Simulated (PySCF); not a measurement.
## From PBE to CCSD(T): MF along the fifth-period p block

PBE and CCSD(T) in PySCF with def2-TZVPP on every atom (core potentials on Sn, Sb, Te, I), for the lowest determinant that a PBE0 search found; no spin–orbit coupling.

```tsv
molecule	state (unpaired electrons)	PBE Re (Å)	PBE ωe (cm⁻¹)	PBE De (eV)	CCSD(T) Re (Å)	CCSD(T) ωe (cm⁻¹)	CCSD(T) De (eV)
SnF	doublet (π ↑)	1.974	550	5.26	?	?	?
SbF	triplet (π ↑↑)	1.948	579	4.51	1.919	619	3.85
TeF	doublet (π ↑)	1.935	593	3.96	1.906	629	3.29
IF	singlet (closed shell)	1.937	591	3.33	1.911	619	2.73
```

Task: Estimate the CCSD(T) values of SnF by adding the mean shift from PBE to CCSD(T) of the other rows, and compare with the calculation.

Result: The mean shifts are -2.8 pm, +35 cm⁻¹ and -0.64 eV, which give 1.946 Å, 585 cm⁻¹ and 4.62 eV. CCSD(T)/def2-TZVPP gives Re = 1.943 Å, ωe = 593 cm⁻¹, De = 4.76 eV.

Task: What are the mean differences of PBE from CCSD(T) over the whole series?

Result: Re +2.9 pm, ωe -37 cm⁻¹, De +0.61 eV.

In a basis of this size CCSD(T) is itself not converged; it tends to give bonds that are too long and too weak.

Correlated steps freeze 5 core orbitals. These are scalar-relativistic numbers at best; spin–orbit coupling would shift them, the dissociation energy most. Where the molecule has an RHF reference, its open-shell atoms are computed with UHF. States were picked by a PBE0 search and need not be the measured ground states.
